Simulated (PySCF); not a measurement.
# Two-component Hartree-Fock for Ar⁺ (argon, charge +1)

Start: [Ne] 3s2 3p5; 3p1/2 filled at m_j = -1/2, +1/2; 3p3/2 filled at m_j = -1/2, +1/2, +3/2. Calculated with PySCF 2.14 in x2c-SVPall-2c with one added diffuse shell each of s, p type (5s5p1d, 25 functions): generalised Hartree-Fock with the X2C-1e Hamiltonian and a Gaussian nucleus; one run each with spin-orbit coupling (SO) switched off, then screened by Boettger's factors. This is a chosen level, not necessarily the ground level.

```tsv
spinor shell	electrons	ε, spin-free (eV)	ε, screened SO (eV)	weight of nominal j (screened SO)	rms radius, screened SO (bohr)
1s1/2	2	-3253.3	-3253.3	1.000	0.0993
2s1/2	2	-351.75	-351.73	1.000	0.446
2p1/2	2	-274.78	-276.53	0.993	0.415
3s1/2	2	-46.979	-46.970	1.000	1.48
3p1/2	2	-28.598	-28.643	0.633	1.71
3p3/2	3	-28.598	-28.579	0.755	1.71
```

Where does 2p3/2 lie, and what is the 2p spin-orbit splitting (screened SO)?

At -273.88 eV, 2.647 eV above 2p1/2.

```csv
quantity,spin-free,screened SO
E (hartree),-527.87381,-527.87708
M_J,3/2,3/2
⟨J²⟩,3.756,3.756
⟨L²⟩,2.004,2.004
⟨S²⟩,0.752,0.752
```

Each row is a mean over spinors that exchange with the open shell spreads, by up to 3.796 eV (3s1/2).

Rows whose weight is well below 1 are mixtures of j = l ± 1/2: exchange outweighs spin-orbit coupling there, and the label is only the starting occupation.

Without spin-orbit coupling the j labels of p, d and f shells carry no meaning; the spin-free column gives the mean over the occupied spinors of each nl shell.
